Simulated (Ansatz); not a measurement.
Reaction (SMILES): FSF → 2 F atom + S atom
B3LYP-D3(BJ)/def2-TZVP geometries, fixed; electronic energies without zero-point terms.

Basis-set convergence of the atomisation energy at PBE with Ansatz (a program for electronic structure). Cartesian d functions, on some or all atoms, in 6-311G**, 6-311+G**; all else is spherical. The program fits the integrals of some runs and decomposes those of others, by size. Open shells are unrestricted. No added dispersion term, no relativity. Functions are those of the species that has most. Reference: the value in aug-cc-pV(5+d)Z, 193.12 kcal/mol, itself unsure by roughly 0.13 kcal/mol (its mean distance from pcseg-4, aug-pcseg-3, aug-cc-pV(Q+d)Z). Deviations are taken from unrounded values.

```csv
basis,functions,atomisation energy (kcal/mol)
def2-SVP,46,182.77
def2-SVPD,73,182.12
pcseg-1,46,175.97
aug-pcseg-1,73,179.62
cc-pV(D+d)Z,51,181.96
aug-cc-pV(D+d)Z,78,185.80
6-311G**,63,173.22
6-311+G**,75,171.96
pcseg-2,94,190.12
aug-pcseg-2,142,191.85
cc-pV(T+d)Z,99,192.00
aug-cc-pV(T+d)Z,147,191.85
def2-TZVP,99,191.31
def2-TZVPD,126,191.59
def2-TZVPP,104,191.40
def2-TZVPPD,131,191.66
cc-pV(Q+d)Z,174,193.36
aug-cc-pV(Q+d)Z,249,192.94
def2-QZVPP,184,192.59
def2-QZVPPD,211,192.62
pcseg-3,184,193.10
aug-pcseg-3,259,193.21
cc-pV(5+d)Z,282,193.09
aug-cc-pV(5+d)Z,390,193.12
```

What the diffuse functions change, pair by pair:
- def2-SVP to def2-SVPD: 27 more functions, deviation -10.35 to -11.00 kcal/mol
- pcseg-1 to aug-pcseg-1: 27 more functions, deviation -17.15 to -13.50 kcal/mol
- cc-pV(D+d)Z to aug-cc-pV(D+d)Z: 27 more functions, deviation -11.16 to -7.32 kcal/mol
- 6-311G** to 6-311+G**: 12 more functions, deviation -19.90 to -21.16 kcal/mol
- pcseg-2 to aug-pcseg-2: 48 more functions, deviation -3.01 to -1.27 kcal/mol
- cc-pV(T+d)Z to aug-cc-pV(T+d)Z: 48 more functions, deviation -1.12 to -1.27 kcal/mol
- def2-TZVP to def2-TZVPD: 27 more functions, deviation -1.81 to -1.53 kcal/mol
- def2-TZVPP to def2-TZVPPD: 27 more functions, deviation -1.73 to -1.46 kcal/mol
- cc-pV(Q+d)Z to aug-cc-pV(Q+d)Z: 75 more functions, deviation 0.24 to -0.18 kcal/mol
- def2-QZVPP to def2-QZVPPD: 27 more functions, deviation -0.53 to -0.50 kcal/mol
- pcseg-3 to aug-pcseg-3: 75 more functions, deviation -0.03 to 0.08 kcal/mol
- cc-pV(5+d)Z to aug-cc-pV(5+d)Z: 108 more functions, deviation -0.04 to 0.00 kcal/mol

Leaving out the reference's own pair, they bring the value nearer the reference by more than 0.13 kcal/mol in 5 of 11 pairs.
